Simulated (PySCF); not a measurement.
Cost of one run: shielding job, `N#CCPCPC1CCC1`.

Method: GIAO PBE0/pcSseg-1 NMR shielding, non-relativistic, gas phase (PySCF 2.14.0, density-fitted response routines). Geometry: GFN2-xTB. Work: shieldings, ring-centre shieldings, charges and field gradients, density and orbital grids written, density fitting. The command runs a driver script over a list of jobs; the input below is this job's line of settings and its coordinates in Å.

Command:
```bash
OMP_NUM_THREADS=1 python probes_run.py task.json out
```

Input:
```
{"job": {"kind": "nmr", "xc": "PBE0", "basis": "pcSseg-1"}, "charge": 0, "multiplicity": 1}
N      3.128212     0.652636    -2.456078
C      3.304711     0.164570    -1.436939
C      3.512293    -0.445991    -0.157153
P      1.895098    -1.087362     0.558914
C      1.170216     0.517457     1.166766
P      0.004977     1.374618    -0.018250
C     -1.199632    -0.024539    -0.234724
C     -2.344383     0.244704    -1.228632
C     -3.364450    -0.120112    -0.140453
C     -2.234123    -0.182517     0.896791
H      3.974596     0.275059     0.524301
H      4.172696    -1.310310    -0.282244
H      2.495565    -1.404379     1.789581
H      1.962213     1.217581     1.451886
H      0.583346     0.291792     2.064309
H      0.724512     1.087485    -1.185891
H     -0.654498    -0.950440    -0.446378
H     -2.350154    -0.386299    -2.114765
H     -2.400988     1.287407    -1.540075
H     -3.845897    -1.081439    -0.308163
H     -4.130893     0.627887     0.050814
H     -2.242121     0.659593     1.589505
H     -2.166051    -1.107479     1.466955
```

Hardware: one thread of an Arm Neoverse V2, no GPU, shared host with 32 logical CPUs at a one-minute load of 18. PySCF's memory limit was set to 1040 MB.

The basis has 249 functions.

**Question.** How long does the run take?

**Answer.** About 68 s. The SCF took 14 cycles.

**Question.** Estimate the peak memory.

**Answer.** About 1.2 GiB. Peak memory is the resident size of the whole Python process, interpreter and libraries included.

**Question.** At this speed, how long would 20000 such jobs take on 32 cores, one job a core?

**Answer.** 20000/32 gives 625 rounds of 68 s, about 12 h of wall time and 380 core-hours, if the jobs don't slow each other.

The SCF part of the output:
```
coarse grid: 19976 points
cycle   1  E = -1011.1048534382  dE =  1.171e+00  |g| = 5.409e-01  |ddm| = 4.469e+00
cycle   2  E = -1010.9518245009  dE =  1.530e-01  |g| = 9.920e-01  |ddm| = 1.332e+00
cycle   3  E = -1011.1746787243  dE = -2.229e-01  |g| = 1.781e-01  |ddm| = 8.642e-01
cycle   4  E = -1011.1812702287  dE = -6.592e-03  |g| = 5.572e-02  |ddm| = 1.641e-01
cycle   5  E = -1011.1819715656  dE = -7.013e-04  |g| = 1.166e-02  |ddm| = 6.061e-02
cycle   6  E = -1011.1820027921  dE = -3.123e-05  |g| = 4.245e-03  |ddm| = 1.713e-02
cycle   7  E = -1011.1820072675  dE = -4.475e-06  |g| = 7.625e-04  |ddm| = 5.258e-03
final grid: 183136 points
cycle   8  E = -1011.2439843289  dE = -4.794e-05  |g| = 9.787e-03  |ddm| = 4.136e-02
cycle   9  E = -1011.2439703723  dE =  1.396e-05  |g| = 1.240e-02  |ddm| = 2.015e-02
cycle  10  E = -1011.2440089568  dE = -3.858e-05  |g| = 7.232e-04  |ddm| = 1.159e-02
cycle  11  E = -1011.2440090754  dE = -1.186e-07  |g| = 2.805e-04  |ddm| = 1.118e-03
cycle  12  E = -1011.2440090943  dE = -1.890e-08  |g| = 9.060e-05  |ddm| = 3.510e-04
cycle  13  E = -1011.2440090955  dE = -1.159e-09  |g| = 6.032e-05  |ddm| = 1.084e-04
cycle  14  E = -1011.2440090962  dE = -7.558e-10  |g| = 1.073e-05  |ddm| = 4.458e-05
converged SCF energy = -1011.2440090962
```

On the final grid dE counts from the start density on that grid.

Times come from a shared host and carry two figures at best.
